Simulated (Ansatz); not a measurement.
`C[SiH2]S[SiH2]F` and `N[SiH2]S[SiH2]F` differ in one atom or group.

Ansatz, PBE0-D4/def2-TZVP geometries, multiplicity 1. Each molecule was computed in one conformer, which needn't be the lowest.

```json
{"property": "HOMO energy (ωB97M-V/def2-TZVPP) / eV", "`C[SiH2]S[SiH2]F`": "-9.91"}
{"property": "size of the dipole moment (PBE/def2-TZVPP) / D", "`C[SiH2]S[SiH2]F`": "0.97"}
{"property": "LUMO energy (ωB97M-V/def2-TZVPP) / eV", "`C[SiH2]S[SiH2]F`": "1.79"}
{"property": "HOMO energy (B3LYP/def2-TZVPP) / eV", "`C[SiH2]S[SiH2]F`": "-7.49"}
{"property": "HOMO–LUMO gap (B3LYP/def2-TZVPP) / eV", "`C[SiH2]S[SiH2]F`": "7.32"}
{"property": "LUMO energy (PBE0/def2-TZVPP) / eV", "`C[SiH2]S[SiH2]F`": "0.01"}
```

Question: Give the same properties after the change, and the shifts. (Estimate.)

Answer: The calculation gave: 
```tsv
property	`N[SiH2]S[SiH2]F`	shift
HOMO energy (ωB97M-V/def2-TZVPP) / eV	-9.84	0.07
size of the dipole moment (PBE/def2-TZVPP) / D	2.61	1.64
LUMO energy (ωB97M-V/def2-TZVPP) / eV	1.55	-0.24
HOMO energy (B3LYP/def2-TZVPP) / eV	-7.37	0.12
HOMO–LUMO gap (B3LYP/def2-TZVPP) / eV	7.03	-0.29
LUMO energy (PBE0/def2-TZVPP) / eV	-0.14	-0.15
```

With PBE0 the HOMO rises by 0.12 eV and the LUMO falls by 0.15 eV, so the gap narrows by about 0.27 eV. PBE moves the HOMO by 0.21 eV and ωB97M-V by 0.07 eV. Dipoles are sizes alone; their direction can turn.

B3LYP here is the variant with VWN-RPA as its local correlation; programs differ in this.
